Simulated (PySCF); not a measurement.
Spinor energies of Ne⁺ (neon, charge +1)

Start: [He] 2s2 2p5; 2p1/2 filled at m_j = -1/2, +1/2; 2p3/2 filled at m_j = -1/2, +1/2, +3/2. Calculated with PySCF 2.14 in x2c-QZVPPall-2c (7s4p3d2f1g, 57 functions): generalised Hartree-Fock with the X2C-1e Hamiltonian and a Gaussian nucleus; one run each with spin-orbit coupling (SO) switched off, then screened by Boettger's factors.

```tsv
spinor shell	electrons	ε, spin-free (eV)	ε, screened SO (eV)	weight of nominal j (screened SO)	rms radius, screened SO (bohr)
1s1/2	2	-915.68	-915.67	1.000	0.183
2s1/2	2	-71.440	-71.435	1.000	0.943
2p1/2	2	-43.745	-43.733	0.658	0.991
2p3/2	3	-43.745	-43.758	0.772	0.991
```

| quantity | spin-free | screened SO |
| --- | --- | --- |
| E (hartree) | -127.95852 | -127.95984 |
| M_J | 3/2 | 3/2 |
| ⟨J²⟩ | 3.754 | 3.754 |
| ⟨L²⟩ | 2.002 | 2.002 |
| ⟨S²⟩ | 0.752 | 0.752 |

Each row is a mean over spinors that exchange with the open shell spreads, by up to 6.178 eV (2s1/2).

Rows whose weight is well below 1 are mixtures of j = l ± 1/2: exchange outweighs spin-orbit coupling there, and the label is only the starting occupation.

Without spin-orbit coupling the j labels of p, d and f shells carry no meaning; the spin-free column gives the mean over the occupied spinors of each nl shell.
